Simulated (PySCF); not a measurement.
Spectrum to structure. Computed with TDDFT wB97X-D/def2-SVPD, vertical, gas phase, core orbitals frozen in the response (PySCF 2.14.0, density-fitted response routines). Geometries: PBE0-D3(BJ)/def2-SVP, one conformer each.

| state | ν̃ (cm⁻¹) | f | main configurations (H = HOMO, L = LUMO) |
| --- | --- | --- | --- |
| S1 | 49140 | 0.032 | H→L (82%) |
| S2 | 51470 | 0.366 | H→L+1 (58%), H→L+2 (31%) |
| S3 | 53640 | 0.070 | H-1→L (35%), H→L+2 (29%), H-1→L+3 (9%) |
| S4 | 55380 | 0.024 | H→L+1 (26%), H→L+2 (26%), H-1→L (17%) |
| S5 | 57070 | 0.013 | H→L+3 (73%) |
| S6 | 57770 | 0.0031 | H-1→L+2 (49%), H-1→L+1 (32%) |

Orbital energies (eV): HOMO-3 -11.40, HOMO-2 -11.04, HOMO-1 -8.91, HOMO -7.70, LUMO 2.32, LUMO+1 2.62, LUMO+2 2.75.

Question: Which structure fits? All have the formula C6H13NO.
A. `CCC[C@H](C)C(N)=O`
B. `CC(C)(C)N(C)C=O`
C. `CO/C=C(\C)[C@H](C)N`

Answer: C. Its S1, at 6.09 eV, is the highest among the candidates; the nearest of the others has S1 at 5.75 eV. S1 is HOMO→LUMO (82%). Löwdin shares by element: HOMO carbon 56% or more, oxygen 23% (atoms not listed hold the other 21%); LUMO carbon 35% or more (atoms not listed hold the other 65%). At the same level the other candidates give, for their lowest levels:
- `CCC[C@H](C)C(N)=O`: 5.75 eV (f 0.001); 7.40 eV (f 0.024); 7.50 eV (f 0.013); 7.77 eV (f 0.156); 8.25 eV (f 0.010); HOMO -9.25, LUMO 2.15 eV
- `CN(C=O)C(C)(C)C`: 5.68 eV (f 0.001); 6.90 eV (f 0.197); 6.95 eV (f 0.001); 7.55 eV (f 0.041); 7.84 eV (f 0.012); HOMO -8.82, LUMO 1.98 eV

Conformer computed: `[CH3:1][O:2]/[CH:3]=[C:4](\[CH3:5])[C@H:6]([CH3:7])[NH2:8]`: C1–O2–C3–C4 -177°, C3–C4–C6–C7 102°, H–N8–C6–C4 177°, H–N8–C6–C4 -65°.
